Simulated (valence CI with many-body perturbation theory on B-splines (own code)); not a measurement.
**E1 transitions of Os VI**

Calculated by relativistic CI+MBPT: three valence electrons over a frozen Dirac-Fock core [Xe] 4f14, radial functions for each j: 9 s, 9 p, 10 d, 8 f, 5 g, 3 h, 1 i, with the one-electron correlation potential Σ1 (screened to all orders), the two-electron term Σ2, the three-electron term Σ3, Breit, model QED; selected single and double excitations, second order for the rest, scaled by the run's own slope (own B-spline code, finite nucleus).

Against 68 measured levels this calculation errs by 1430 cm⁻¹ on average and by 5347 at most. 1 measured level below the end of the list, from 220745 cm⁻¹ on, found no clear computed partner.

Lines 151 to 200 of 250 in falling wavelength, among levels below 27.561 eV, chosen from the strongest by gf and those to the six lowest levels. Wavelengths and rates use the calculated energies, so an error of 1000 cm⁻¹ moves a line at 55.12 nm by 0.55 % and its rate by three times that or more. Electric multipoles are in the length gauge, E1 and E2 with the static RPA response of the core. Weak lines are less certain than strong ones. Lines between different terms over intervals too small for the method are left out, as are lines whose strength nearly cancels and 3 of this kind that miss the measured wavelength by over 7 %. The highest levels of a list are the least certain.

Levels are named by their leading jj configuration (3d3/2^4 stands for four electrons in 3d with j = 3/2), which in mixed levels can hold well under half, so a name can repeat and another be missing. Letters in brackets count levels of one name in rising energy.

```tsv
λ vac (nm)	λ from measured levels	Upper	Lower	A (s⁻¹)	S (a.u.)
55.12	55.51	(5d5/2^2 6p1/2) J=7/2	(5d3/2 5d5/2^2) J=7/2 [a]	3.78e+09	2.50e+00
55.10	55.65	(5d3/2 5d5/2 6p3/2) J=7/2 [c]	(5d5/2^3) J=9/2	1.30e+09	8.56e-01
55.00	55.53	(5d3/2 5d5/2 6p1/2) J=5/2 [b]	(5d3/2^2 5d5/2) J=7/2	2.38e+08	1.17e-01
54.80	55.16	(5d3/2 5d5/2 6p1/2) J=3/2 [b]	(5d3/2^2 5d5/2) J=3/2	1.82e+09	5.91e-01
54.79	55.21	(5d3/2 5d5/2 6p1/2) J=7/2 [b]	(5d3/2^2 5d5/2) J=7/2	3.29e+09	2.13e+00
54.78	55.03	(5d3/2^2 6p3/2) J=5/2	(5d3/2^2 5d5/2) J=3/2	1.14e+08	5.53e-02
54.75	55.14	(5d3/2^2 6p3/2) J=1/2	(5d3/2^2 5d5/2) J=1/2	2.84e+09	4.61e-01
54.56	55.01	(5d3/2 5d5/2 6p3/2) J=5/2 [a]	(5d3/2 5d5/2^2) J=7/2 [a]	7.07e+08	3.40e-01
54.44	54.90	(5d3/2 5d5/2 6p3/2) J=7/2 [a]	(5d3/2 5d5/2^2) J=9/2	2.91e+09	1.85e+00
54.42	54.81	(5d3/2^2 6p3/2) J=7/2	(5d3/2^2 5d5/2) J=9/2	5.36e+09	3.41e+00
54.36	54.79	(5d5/2^2 6p1/2) J=9/2	(5d3/2 5d5/2^2) J=9/2	3.19e+09	2.53e+00
54.30	54.66	(5d3/2 5d5/2 6p3/2) J=3/2 [b]	(5d3/2 5d5/2^2) J=5/2 [b]	4.49e+09	1.42e+00
54.22	52.69	(5d3/2 5d5/2 6p3/2) J=9/2 [b]	(5d3/2 5d5/2^2) J=11/2	9.00e+09	7.08e+00
54.19	54.58	(5d3/2 5d5/2 6p3/2) J=1/2	(5d3/2 5d5/2^2) J=1/2	3.47e+09	5.46e-01
54.06	54.43	(5d3/2^2 6p3/2) J=1/2	(5d3/2^2 5d5/2) J=3/2	6.43e+08	1.00e-01
53.96	54.34	(5d3/2 5d5/2 6p1/2) J=5/2 [a]	(5d3/2^3) J=3/2	3.26e+08	1.51e-01
53.89	54.29	(5d3/2 5d5/2 6p3/2) J=1/2	(5d3/2 5d5/2^2) J=3/2 [a]	2.24e+09	3.47e-01
53.84	54.23	(5d5/2^2 6p1/2) J=5/2	(5d3/2 5d5/2^2) J=7/2 [a]	6.71e+09	3.10e+00
53.73	54.14	(5d3/2^2 6p3/2) J=5/2	(5d3/2^2 5d5/2) J=7/2	6.73e+09	3.09e+00
53.63	54.17	(5d3/2 5d5/2 6p1/2) J=3/2 [a]	(5d3/2^2 5d5/2) J=5/2	2.67e+09	8.13e-01
53.51	54.02	(5d3/2 5d5/2 6p1/2) J=5/2 [b]	(5d3/2^2 5d5/2) J=5/2	2.20e+09	9.97e-01
53.46	53.85	(5d3/2^2 6p3/2) J=7/2	(5d3/2^2 5d5/2) J=7/2	6.21e+08	3.75e-01
53.41	53.81	(5d3/2 5d5/2 6p3/2) J=7/2 [b]	(5d3/2 5d5/2^2) J=9/2	6.00e+09	3.61e+00
53.31	53.71	(5d3/2 5d5/2 6p1/2) J=7/2 [b]	(5d3/2^2 5d5/2) J=5/2	1.75e+08	1.05e-01
53.08	53.53	(5d3/2^2 6p3/2) J=3/2 [b]	(5d3/2 5d5/2^2) J=5/2 [a]	4.08e+09	1.21e+00
53.01	53.52	(5d3/2^2 6p1/2) J=1/2	(5d3/2^3) J=3/2	5.76e+09	8.47e-01
52.88	53.31	(5d3/2 5d5/2 6p3/2) J=9/2 [a]	(5d3/2^2 5d5/2) J=9/2	1.59e+09	1.16e+00
52.79	53.23	(5d3/2^2 6p3/2) J=3/2 [a]	(5d3/2^2 5d5/2) J=5/2	2.48e+09	7.19e-01
52.69	53.08	(5d5/2^2 6p1/2) J=7/2	(5d3/2^2 5d5/2) J=9/2	4.74e+08	2.74e-01
52.59	52.93	(5d5/2^2 6p1/2) J=3/2	(5d3/2^2 5d5/2) J=1/2	2.39e+08	6.88e-02
52.32	52.82	(5d3/2 5d5/2 6p1/2) J=3/2 [b]	(5d3/2^2 5d5/2) J=5/2	2.22e+09	6.27e-01
52.30	52.70	(5d3/2^2 6p3/2) J=5/2	(5d3/2^2 5d5/2) J=5/2	8.05e+07	3.41e-02
52.25	52.55	(5d3/2 5d5/2 6p3/2) J=5/2 [a]	(5d3/2^2 5d5/2) J=3/2	4.00e+08	1.69e-01
52.16	52.47	(5d3/2 5d5/2 6p3/2) J=3/2 [a]	(5d3/2^2 5d5/2) J=1/2	1.99e+08	5.56e-02
52.05	52.43	(5d3/2^2 6p3/2) J=7/2	(5d3/2^2 5d5/2) J=5/2	5.00e+06	2.79e-03
51.98	52.41	(5d3/2 5d5/2 6p3/2) J=9/2 [a]	(5d3/2^2 5d5/2) J=7/2	9.74e+07	6.75e-02
51.95	52.28	(5d5/2^2 6p1/2) J=3/2	(5d3/2^2 5d5/2) J=3/2	1.52e+06	4.22e-04
51.92	50.53	(5d3/2 5d5/2 6p3/2) J=9/2 [b]	(5d3/2 5d5/2^2) J=9/2	4.64e+08	3.20e-01
51.88	52.36	(5d3/2 5d5/2 6p1/2) J=3/2 [a]	(5d3/2^3) J=3/2	2.32e+08	6.39e-02
51.81	52.22	(5d3/2 5d5/2 6p3/2) J=7/2 [a]	(5d3/2^2 5d5/2) J=9/2	3.38e+08	1.86e-01
51.79	52.19	(5d5/2^2 6p1/2) J=7/2	(5d3/2^2 5d5/2) J=7/2	3.18e+08	1.74e-01
51.77	52.20	(5d3/2 5d5/2 6p3/2) J=5/2 [c]	(5d3/2 5d5/2^2) J=5/2 [a]	2.28e+09	9.38e-01
51.76	52.21	(5d3/2 5d5/2 6p1/2) J=5/2 [b]	(5d3/2^3) J=3/2	2.18e+08	8.97e-02
51.76	52.12	(5d3/2 5d5/2 6p3/2) J=7/2 [c]	(5d3/2 5d5/2^2) J=5/2 [a]	8.84e+08	4.84e-01
51.74	52.12	(5d5/2^2 6p1/2) J=9/2	(5d3/2^2 5d5/2) J=9/2	6.52e+08	4.45e-01
51.60	52.06	(5d3/2 5d5/2 6p1/2) J=1/2	(5d3/2^3) J=3/2	1.29e+09	1.75e-01
51.59	51.84	(5d5/2^2 6p1/2) J=5/2	(5d3/2^2 5d5/2) J=3/2	2.08e+07	8.44e-03
51.53	51.84	(5d3/2 5d5/2 6p3/2) J=3/2 [a]	(5d3/2^2 5d5/2) J=3/2	1.87e+06	5.04e-04
51.29	51.74	(5d3/2 5d5/2 6p3/2) J=5/2 [a]	(5d3/2^2 5d5/2) J=7/2	1.43e+08	5.73e-02
51.09	51.48	(5d3/2^2 6p3/2) J=3/2 [a]	(5d3/2^3) J=3/2	2.15e+08	5.67e-02
```
